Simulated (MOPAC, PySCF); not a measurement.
H₂AlFGe, SMILES `[F][Ge][AlH2]` (lower singlet), neutral singlet in the gas phase. This singlet lies 0.42 eV below the relaxed triplet at the level frozen-core CCSD(T)/cc-pVTZ // B3LYP-D3(BJ)/def2-TZVP (Ansatz).

Cartesian coordinates (Å):
SMILES: [F][Ge][AlH2]
```xyz
5

F      2.0940     0.0331    -0.7210
Ge     1.6890    -0.1534     1.0266
Al    -0.7787    -0.0001     0.1570
H     -1.4673     1.4132    -0.0859
H     -1.5370    -1.2929    -0.3767
```
Charge 0, spin multiplicity 1.

All levels are single points at this geometry (B3LYP-D3(BJ)/def2-TZVP); Pople sets use spherical d functions. Orbital energies aren't observables, and empty levels follow the basis.

PM6 in MOPAC gives dipole (D) = 2.97.

### Question
Estimate the dipole (D) from each of these levels: B3LYP-D3(BJ)/def2-TZVP in PySCF; PBE-D3(BJ)/def2-TZVP in PySCF; B3LYP/3-21G in PySCF; B3LYP/6-311+G** (LANL2DZ on Ge) in PySCF; B3LYP/LANL2DZ in PySCF; BP86/6-31G* in PySCF; M06-2X/6-31G* in PySCF; PBE/6-31G* in PySCF; HF/3-21G in PySCF; HF/STO-3G in PySCF; AM1 in MOPAC; PM7 in MOPAC.

### Answer

```json
[
 {"level": "B3LYP-D3(BJ)/def2-TZVP in PySCF", "dipole (D)": "2.24"},
 {"level": "PBE-D3(BJ)/def2-TZVP in PySCF", "dipole (D)": "1.97"},
 {"level": "B3LYP/3-21G in PySCF", "dipole (D)": "1.81"},
 {"level": "B3LYP/6-311+G** (LANL2DZ on Ge) in PySCF", "dipole (D)": "2.74"},
 {"level": "B3LYP/LANL2DZ in PySCF", "dipole (D)": "2.62"},
 {"level": "BP86/6-31G* in PySCF", "dipole (D)": "1.74"},
 {"level": "M06-2X/6-31G* in PySCF", "dipole (D)": "2.13"},
 {"level": "PBE/6-31G* in PySCF", "dipole (D)": "1.72"},
 {"level": "HF/3-21G in PySCF", "dipole (D)": "2.56"},
 {"level": "HF/STO-3G in PySCF", "dipole (D)": "1.44"},
 {"level": "AM1 in MOPAC", "dipole (D)": "1.26"},
 {"level": "PM7 in MOPAC", "dipole (D)": "9.96"}
]
```
